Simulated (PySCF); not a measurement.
**A search over the determinants of CsNa**

Unrestricted PBE0; Cs def2-SVPD with ECP46, Na def2-SVPD; scalar-relativistic core potentials (PySCF 2.14). Outer shells of the fragments: Cs 6s1; Na 3s1.

Followed along the bond (rough minima from three points):

| 2Ms+1 | unpaired | ⟨S²⟩ at the start | R at minimum (Å) | Te (eV) |
| --- | --- | --- | --- | --- |
| 1 | none | 0.00 | 3.93 | 0.00 |
| 3 | σ ↑, π ↑ | 2.00 | 3.87 | 1.24 |
| 1 | σ ↑, π ↓ | 1.00 | 4.08 | 1.52 |
| 3 | σ ↑↑ | 2.00 | none in the scan | ≤ 0.55 |

Solutions found at the starting distance of 3.780 Å, counted from the lowest of them; the search is not exhaustive and high or unbound solutions are not listed, so other states can lie among these:

```tsv
2Ms+1	unpaired	term	E (eV)	⟨S²⟩	⟨Lz²⟩	μ (D)
1	none	¹Σ⁺	0.00	0.00	0.00	-4.42
3	σ ↑↑	³Σ⁺	0.78	2.00	0.00	0.31
3	σ ↑, π ↑	³Π	1.24	2.00	1.00	-5.93
1	σ ↑, π ↓	mixed	1.54	1.00	1.00	-4.62
3	σ ↑, δ ↑	³Δ	2.37	2.00	4.00	2.28
1	σ ↑, δ ↓	mixed	2.39	1.00	4.00	2.01
```

A term symbol is given only where ⟨S²⟩ and ⟨Lz²⟩ are close to those of a pure state; real π, δ and φ orbitals otherwise mix terms. A positive dipole means Cs(−)Na(+).

Spin–orbit coupling is left out. Counting both spins, an empty level lies below a filled one in some of these solutions, because spin and occupation are held.
